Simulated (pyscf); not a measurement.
HO–SiH•–OH → •O–SiH₂–OH, a hydrogen shift (doublet surface; H–O broken, H–Si formed). PySCF, gas phase, ωB97X-D3(BJ)/def2-SVP geometries. Correlated levels are frozen-core, on RHF or UHF. ΔMP2 is the change of the MP2 total energy from the triple- to the quadruple-zeta basis. Energies in kcal/mol from the reactant's lowest minimum found.

AM1 to PM7: differences of heats of formation from MOPAC, which are fitted to 298 K values and so differ in kind from electronic energies by zero-point and thermal terms. Open shells are spin-unrestricted. 

Q: Quick AM1 single points give ΔE‡ = 76.0 kcal/mol and ΔE = +45.4 kcal/mol. What does CCSD(T)/def2-TZVPP + ΔMP2(QZVPP) give, and how far is the quick result from it?

A: CCSD(T)/def2-TZVPP + ΔMP2(QZVPP) gives ΔE‡ = 41.7 kcal/mol and ΔE = +25.9 kcal/mol. AM1 lies 34.2 kcal/mol over it in the barrier and 19.5 kcal/mol over it in the reaction energy, so on this step it does not hold to within 3.0 kcal/mol. CCSD(T)/def2-TZVPP + ΔMP2(QZVPP) has limits of its own. This is the saddle that the search found; another between the same sides may lie lower. The CCSD(T) − MP2 part came from Ansatz, without density fitting, on the same reference.
